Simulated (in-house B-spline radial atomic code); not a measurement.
Ionising O VII (O6+) with different functionals

Computed with an all-electron radial atomic-structure program (B-spline basis): scalar-relativistic (spin-free X2C) Hamiltonian, Fermi nucleus of rms radius 2.6991 fm, spin-polarised at highest spin, spherical fractional occupations for the functionals, the average over the highest-spin determinants for Hartree-Fock. The ionisation energy is the difference of two self-consistent energies, 1s2 → 1s1, without Breit or QED terms; ε is the level of the shell that loses the electron (its least bound occupied spin orbital).

| method | rung | ΔSCF (eV) | -ε(1s) (eV) |
| --- | --- | --- | --- |
| Hartree-Fock | Hartree-Fock | 738.23 | 739.75 |
| HF fractional | Hartree-Fock | 738.23 | 739.75 |
| LDA VWN5 | LDA | 733.44 | 687.71 |
| LDA PW92 | LDA | 733.42 | 687.70 |
| LDA exchange-only | LDA | 729.55 | 684.95 |
| PBE | GGA | 738.32 | 692.18 |
| PBEsol | GGA | 735.93 | 689.96 |
| BLYP | GGA | 739.31 | 692.98 |
| RPBE | GGA | 739.37 | 692.74 |
| PW91 | GGA | 738.76 | 692.70 |
| BP86 | GGA | 739.83 | 692.87 |
| AM05 | GGA | 734.90 | 688.39 |
| OLYP | GGA | 739.40 | 692.95 |
| TPSS | meta-GGA | 739.66 | 695.85 |
| SCAN | meta-GGA | 739.54 | 697.50 |
| r2SCAN | meta-GGA | 739.54 | 697.50 |
| revTPSS | meta-GGA | 739.70 | 696.55 |
| PBE0 | global hybrid | 738.57 | 704.28 |
| B3LYP | global hybrid | 739.28 | 702.42 |
| TPSSh | global hybrid | 739.65 | 700.33 |
| BHandHLYP | global hybrid | 739.45 | 716.97 |
| r2SCAN0 | global hybrid | 739.51 | 708.22 |
| B97-1 | global hybrid | 739.65 | 702.85 |
| HSE06 | range-separated hybrid | 738.65 | 703.90 |
| wB97X | range-separated hybrid | 741.20 | 704.53 |
| CAM-B3LYP | range-separated hybrid | 739.10 | 704.28 |
| LC-wPBE | range-separated hybrid | 738.44 | 698.35 |

(1) Among the functionals, which spreads more, the ΔSCF values or the orbital energies?

(2) How do they compare with the NIST value?

## Answers

(1) The orbital energies: ΔSCF values span about 11.65 eV and the orbital energies 32.02 eV.

(2) NIST lists 739.327 eV (tabulated theory, ground level to ground level). Errors run from -9.78 to +1.87 eV; BLYP is closest (-0.02 eV), but part of that can be cancellation, since the calculations leave out Breit-QED terms. Hartree-Fock also lacks correlation.
